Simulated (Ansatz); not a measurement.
GeF₃, that is [GeF3]- with one electron fewer, relaxed as a doublet with UKS r2SCAN-D4/def2-TZVPD in Ansatz, starting from the r2SCAN-D4/def2-TZVPD geometry of the charge -1 singlet. Force threshold 0.02 eV/Å.

Start:

```xyz
4

Ge   -0.576   -0.424    0.014
F     0.213    0.164    1.540
F    -0.611    1.208   -0.783
F     0.975   -0.948   -0.772
```

Task: Estimate the energy that the relaxation releases and the steps that it takes.

Result: 0.64 eV, in 7 steps; 12 s on 4 threads of Arm Neoverse V2 on a shared host. The force fell under the threshold at step 5, but the optimiser went on. No frequencies were taken in this run, so the end may be a saddle point.

Task: Does the start keep its bonding and symmetry?

Result: By distances, no bond broke or formed. The bond that changes most is Ge1–F2, from 1.82 to 1.72 Å (atoms count from 1). Point group C3v at the start, C3v at the end, both within 0.05 Å.

Task: Predict the relaxed structure.

Result: 
Cartesian coordinates in Å:
```
Ge -0.4013 -0.2951 0.0098
F 0.1551 0.1220 1.5865
F -0.6927 1.1959 -0.8037
F 0.9390 -1.0228 -0.7925
```
Bond lengths: 3 × F–Ge 1.72 Å.
